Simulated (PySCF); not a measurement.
Molecule: `C1=CC(/C(=C\C)C)=N[N-]1`, [C7H9N2]-.

Bonds (- single, = double, # triple, : aromatic): C1-C2, C2=C3, C3-C4, C3-C5, C5:C6, C6:C7, C7:N8, N8:N9, N9:C5. C1 carries H10, H11, H12; C2 carries H13; C4 carries H14, H15, H16; C6 carries H17; C7 carries H18. Formal charges: N8 -1. Stereochemistry as in C/C=C(/C)c1cc[n-]n1.

Total charge -1.

Frames of a GFN2-xTB Langevin trajectory at 600 K; GIAO PBE0/pcSseg-1 shieldings in PySCF 2.14.0 with density-fitted response routines, gas phase, non-relativistic; equivalent atoms averaged within each frame.

Referencing at the same level of theory: TMS for ¹³C (186.93 ppm), ¹H (31.72 ppm); ¹⁵N (267.73 ppm) vs NH3. The references are static minima.

Question: How do the shifts (ppm) fluctuate along the trajectory?

Answer: 
```tsv
time (fs)	C5	C3	C7	C2	C6	C4	C1	N8	N9	H18
250	153.3	148.6	136.6	117.4	106.2	26.0	15.9	415.9	385.1	7.70
425	154.4	137.7	141.8	110.2	106.5	28.7	16.4	375.9	407.2	6.93
625	165.6	143.3	141.8	108.4	113.7	35.3	16.9	404.0	425.1	7.88
800	153.3	137.6	148.3	124.4	102.9	21.6	29.9	380.8	363.8	7.87
1000	154.1	139.7	141.9	128.5	107.2	23.3	18.2	428.2	376.1	8.11
mean of frames	156.2	141.4	142.1	117.8	107.3	27.0	19.5	401.0	391.5	7.70
standard deviation	5.3	4.7	4.2	8.7	4.0	5.4	5.9	22.4	24.6	0.45
```

5 frames give an uncertainty of the mean of about the standard deviation over 2.2 at best, since frames this close in time may not be independent; classical motion lacks zero-point vibration, and the reference would need the same averaging.
